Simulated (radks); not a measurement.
Isoelectronic series with 8 electrons, each ion in its NIST ground configuration. Calculated with a radial shooting solver on a logarithmic mesh with Libxc functionals: Dirac Kohn-Sham, LDA (Slater exchange, Perdew-Wang correlation), spin-unpolarised, spherical densities, finite nucleus; open shells fill j = l - 1/2 first; Fermi nuclear charge, rms radius of each element as measured or else 0.836 A^(1/3) + 0.57 fm. Total energies (hartree) and mean radii <r> (bohr):

| ion | configuration | E (hartree) | 2p3/2 | 2p1/2 | 2s1/2 |
|---|---|---|---|---|---|
| O | [He] 2s2 2p4 | -74.52723 | 1.265 | 1.263 | 1.147 |
| Si6+ | [He] 2s2 2p4 | -271.19506 | 0.4858 | 0.4841 | 0.5341 |
| Cl9+ | [He] 2s2 2p4 | -417.35859 | 0.3748 | 0.3729 | 0.4204 |
| Ca12+ | [He] 2s2 2p4 | -595.65398 | 0.3054 | 0.3032 | 0.3463 |
| V15+ | [He] 2s2 2p4 | -806.34077 | 0.2577 | 0.2553 | 0.2941 |
| Fe18+ | [He] 2s2 2p4 | -1049.73112 | 0.2229 | 0.2202 | 0.2553 |
| Cu21+ | [He] 2s2 2p4 | -1326.19083 | 0.1963 | 0.1934 | 0.2254 |
| Ge24+ | [He] 2s2 2p4 | -1636.14149 | 0.1754 | 0.1722 | 0.2015 |
| Br27+ | [He] 2s2 2p4 | -1980.06516 | 0.1585 | 0.1550 | 0.1820 |
| Sr30+ | [He] 2s2 2p4 | -2358.50635 | 0.1445 | 0.1407 | 0.1658 |

Estimate the row of Nb33+ ([He] 2s2 2p4).

Answer. E (hartree) -2772.07658; 2p3/2 0.1328; 2p1/2 0.1287; 2s1/2 0.1521.
